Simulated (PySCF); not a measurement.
# Trend along group 12: MB cations

CCSD(T) with double-zeta basis sets in PySCF, for the lowest determinant that a PBE0 search found; no spin–orbit coupling. De refers to high-spin ground-configuration atoms (the charge goes to the atom of lower measured ionisation energy or higher electron affinity, which is not always the lowest computed limit).

```
 M               basis  reference, frozen orbitals  charged atom  state (unpaired electrons)  Re (Å)  ωe (cm⁻¹)  De (eV)
Zn            def2-SVP                      RHF, 6            B+      singlet (closed shell)   2.364        344     1.77
Cd  cc-pVDZ-PP/cc-pVDZ                      RHF, 1            B+      singlet (closed shell)   2.538        292     1.48
Hg            def2-SVP                      RHF, 1            B+      singlet (closed shell)   2.375        313     1.18
```

The shortest bond is that of ZnB⁺ (2.364 Å), the longest that of CdB⁺ (2.538 Å). ZnB⁺ is bound most strongly (1.77 eV) and HgB⁺ least (1.18 eV).

The rows differ in basis set, which adds steps of its own.

Down a group the atoms grow and get heavier, so bonds lengthen and wavenumbers fall; the exceptions here are the shorter bond at Hg and the higher wavenumber at Hg. Relativity and the filled 4f shell contract the atoms of the sixth period.

Correlated steps freeze the inner cores (1 to 6 orbitals); shallow outer-core shells are correlated. Correlated levels converge slowly with the basis: in double zeta they bind strong bonds too weakly, by up to about 1 eV, and carry superposition errors of some tenths. Spin–orbit coupling is left out. For an ion De counts to the pair picked by the measured ionisation energies or electron affinities, which need not be the lowest pair at this level.
